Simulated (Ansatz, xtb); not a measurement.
# Relative energy of two structures of FGaHPSi

We compare I, a singlet given by its coordinates, with II, a singlet given by its coordinates. Both are isolated molecules in the gas phase, relaxed with B3LYP/6-31G*.

I (Å):

```yaml
atoms:
  - { symbol: F, position_ang: [-0.5330, -0.6285, 0.9715] }
  - { symbol: Ga, position_ang: [-0.1388, 1.3260, 0.4830] }
  - { symbol: P, position_ang: [0.7737, 1.6542, 2.4738] }
  - { symbol: Si, position_ang: [0.1972, -0.4638, 2.6397] }
  - { symbol: H, position_ang: [-0.6836, 1.4949, -0.9760] }
```

Close contacts (Å): F1–Ga2 2.05, F1–Si4 1.83, Ga2–P3 2.21, Ga2–Si4 2.82, P3–Si4 2.20, Ga2–H5 1.57.

II (Å):

```xyz
5

F    -2.3358   -4.2477    2.3681
Ga   -2.8288   -1.3761   -0.2463
P    -2.8431   -3.6171   -0.8779
Si   -2.5513   -3.1648    1.1841
H    -2.9243    0.1590   -0.5184
```

Close contacts (Å): F1–Si4 1.62, Ga2–P3 2.33, Ga2–Si4 2.31, P3–Si4 2.13, Ga2–H5 1.56.

Problem. Estimate which is lower in electronic energy at CCSD(T)/def2-TZVP, and by roughly how much.

Solution. Too close to call at this level: CCSD(T)/def2-TZVP gives E(II) − E(I) = −0.29 kcal/mol.

The same difference at several levels:

```
            level      geometry  E(II) − E(I) (kcal/mol)  departure from the last row (kcal/mol)  job, with rough time for the two
     B3LYP/6-31G*  B3LYP/6-31G*                     +6.11                                   +6.40                optimisation, 62 s
     HF/def2-TZVP  B3LYP/6-31G*                     +2.33                                   +2.62           part of the CCSD(T) run
    MP2/def2-TZVP  B3LYP/6-31G*                     −1.91                                   −1.62           part of the CCSD(T) run
CCSD(T)/def2-TZVP  B3LYP/6-31G*                     −0.29                                                        single point, 57 s
```

The largest departure from CCSD(T)/def2-TZVP is that of B3LYP/6-31G*, 6.40 kcal/mol. Levels run at GFN2-xTB geometries aren't shown.

With harmonic frequencies from B3LYP/6-31G* (ideal gas, rigid rotor, one conformer each, 298.15 K, 1 atm): on the last row, ΔE + ΔZPE = +0.02, ΔH = +0.05, ΔG = −0.20 kcal/mol.

The correlated steps freeze 20 core orbitals; the filled d shell of Ga is correlated, in a basis made for valence electrons. Programs: Ansatz 0.2.0; the last row on 2 threads of Intel(R) Xeon(R) Platinum 8259CL CPU @ 2.50GHz (Skylake/Cascade Lake) on a shared host.
